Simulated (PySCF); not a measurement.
**Identify the compound**

The spectra below were simulated for a compound C₇H₁₄FP.

¹H NMR (500 MHz, computed): δ 2.89 (m, 2H), 1.33 (m, 9H), 1.30 (t, 3H).

¹³C{¹H} NMR (computed): δ 238.7 (C), 35.9 (CH2), 35.2 (C), 31.9 (CH3, 3C), 16.7 (CH3).

[PySCF: geometry: GFN2-xTB; shieldings: GIAO PBE0/pcSseg-1; no relativistic terms; one conformer; rapidly exchanging positions averaged; gas phase]

Shifts are taken against calculated references (same method and geometry level): ¹H (31.72 ppm) and ¹³C (186.93 ppm) against TMS.

Choose the structure that fits.
A. CCP1CCC(F)CC1
B. CC/C(F)=P\C(C)(C)C
C. C/C(F)=P\CC(C)(C)C

## Answers

B. 

1. 5 carbon signals for 7 carbons: some carbons are equivalent by symmetry or fast rotation.
2. Carbon types of the structure: 2 × C, 1 × CH2, 4 × CH3, which accounts for all hydrogens.
3. δC 238.7: carbon double-bonded to a heavier main-group atom.
4. δC 35.9: sp3 CH2; aliphatic region, no heteroatom directly attached.
5. δC 35.2: fully substituted sp3 carbon bonded to P.
6. δC 31.9, 16.7: methyl carbon; saturated and bonded to C and H only.
7. δH 1.33, 1.30: hydrogen on a methyl carbon.

The others: C/C(F)=P\CC(C)(C)C has carbons computed at 233.4, 43.1, 32.0, 31.8, 24.8; CCP1CCC(F)CC1 would give 7 signals for carbon-bound and other non-exchanging H, not 3.

Splittings by ¹⁹F and ³¹P in the carbon and heteronuclear signals aren't shown, as no couplings were computed. Shifts are as computed. Against solution values, carbons near 30 ppm lie about +3 ppm off and those near 130 ppm about +5 ppm. Of 1211 compounds with measured shifts, 218 miss one by over three times the rms of a fit or turn the order of signals round; such compounds aren't used in these exercises. Multiplicities follow the n + 1 count of equivalent neighbours, as no J values were calculated; m marks all less simple cases, F and P coupling included.
